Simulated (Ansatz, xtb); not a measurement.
**C8H10: which of two isomers lies lower**

Structure I is `Cc1ccc(C)cc1`, a singlet and structure II is `Cc1ccccc1C`, a singlet. Both are isolated molecules in the gas phase, relaxed with B3LYP-D3(BJ)/def2-SVP.

I (Å):

```csv
atom,x (Å),y (Å),z (Å)
C,-0.0485,3.1044,3.3642
C,0.2992,2.0440,2.3497
C,-0.1132,2.1548,1.0140
C,0.2377,1.1912,0.0670
C,1.0115,0.0757,0.4186
C,1.3594,-0.9848,-0.5958
C,1.4238,-0.0351,1.7544
C,1.0731,0.9286,2.7013
H,-0.1096,2.6864,4.3806
H,0.7155,3.9015,3.3847
H,-1.0120,3.5840,3.1330
H,-0.7188,3.0130,0.7087
H,-0.0985,1.3064,-0.9675
H,2.3264,-1.4592,-0.3685
H,1.4133,-0.5683,-1.6132
H,0.5994,-1.7858,-0.6109
H,2.0296,-0.8933,2.0596
H,1.4091,0.8132,3.7358
```

II (Å):

```xyz
18

C    -1.0364    1.7117    2.4747
C    -0.0269    1.3593    1.4127
C    -0.3039    1.5981    0.0603
C     0.6179    1.2789   -0.9398
C     1.8427    0.7099   -0.5902
C     2.1305    0.4668    0.7551
C     1.2145    0.7824    1.7670
C     1.5464    0.5115    3.2118
H    -1.3385    0.8254    3.0579
H    -0.6278    2.4368    3.1988
H    -1.9435    2.1503    2.0348
H    -1.2644    2.0443   -0.2125
H     0.3777    1.4751   -1.9876
H     2.5744    0.4546   -1.3607
H     3.0903    0.0207    1.0303
H     2.5441    0.0616    3.3156
H     0.8168   -0.1745    3.6744
H     1.5289    1.4365    3.8128
```

Quicker runs give these differences E(II) − E(I): GFN2-xTB +0.10 kcal/mol; HF/STO-3G +0.55 kcal/mol (at GFN2-xTB geometries); r2SCAN-D4/def2-SVP −0.50 kcal/mol (at GFN2-xTB geometries).

Q: Estimate which is lower in electronic energy at CCSD(T)/def2-SVP + ΔMP2/def2-TZVPP, and by roughly how much.

A: CCSD(T)/def2-SVP + ΔMP2/def2-TZVPP gives E(II) − E(I) = −0.43 kcal/mol, slightly favouring structure II, which is too small a margin to settle the true order.

Level by level:

```tsv
level	geometry	E(II) − E(I) (kcal/mol)	departure from the last row (kcal/mol)	job, with rough time for the two
GFN2-xTB	GFN2-xTB	+0.10	+0.53	optimisation, 0.35 s
HF/STO-3G	GFN2-xTB	+0.55	+0.98	single point, 2.2 s
r2SCAN-D4/def2-SVP	GFN2-xTB	−0.50	−0.07	single point, 12 s
B3LYP-D3(BJ)/def2-SVP	B3LYP-D3(BJ)/def2-SVP	−0.53	−0.10	optimisation, 1.8 min
HF/def2-SVP	B3LYP-D3(BJ)/def2-SVP	+0.59	+1.02	part of the CCSD(T) run
MP2/def2-SVP	B3LYP-D3(BJ)/def2-SVP	−0.25	+0.18	part of the CCSD(T) run
CCSD(T)/def2-SVP	B3LYP-D3(BJ)/def2-SVP	−0.12	+0.31	single point
CCSD(T)/def2-SVP + ΔMP2/def2-TZVPP	B3LYP-D3(BJ)/def2-SVP	−0.43		single point, 6.7 min
```

As drawn, both hold the same kinds of bond in the same numbers.

The largest departure from CCSD(T)/def2-SVP + ΔMP2/def2-TZVPP is that of HF/def2-SVP, 1.02 kcal/mol. A small imaginary or near-zero mode remains, so no thermal terms are given. The last row adds to CCSD(T) the change of the MP2 difference between the two basis sets, here −0.31 kcal/mol.

The correlated steps freeze 8 core orbitals. Programs: Ansatz 0.2.0, xtb 6.7.1; the last row on 2 threads of Intel(R) Xeon(R) Processor @ 2.50GHz (Skylake/Cascade Lake) on a shared host.
